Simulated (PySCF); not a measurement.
SnCl3, SMILES [Cl][Sn-]([Cl])[Cl], charge -1. Geometry optimised at r2SCAN-D4/def2-SVPD. The isomer is the one that the SMILES or the coordinates give; other isomers of the formula were not compared. The def2 effective core potentials stand for the cores of Sn; spin–orbit coupling is left out.

Computed with r2SCAN-D4/def2-SVPD (PySCF).

Harmonic wavenumbers (cm⁻¹): 90, 90, 111, 266, 266, 294. Rotational constants (GHz): 1.481, 1.481, 0.9976; symmetry number 3.

Question: Work out the zero-point energy and the ideal-gas rigid-rotor harmonic-oscillator thermochemistry at 298.15 K and 1 atm.

Answer: ZPE = ½ Σ hcν = ½ × 1116 cm⁻¹ = 6.68 kJ/mol. H − E(el) = 25.99 kJ/mol. Entropy in J/(mol K): translation 176.30, rotation 113.77, vibration 63.88, total 353.95. G − E(el) = -79.54 kJ/mol. Cp = 79.32 J/(mol K). Modes under 150 cm⁻¹ make the vibrational entropy uncertain.
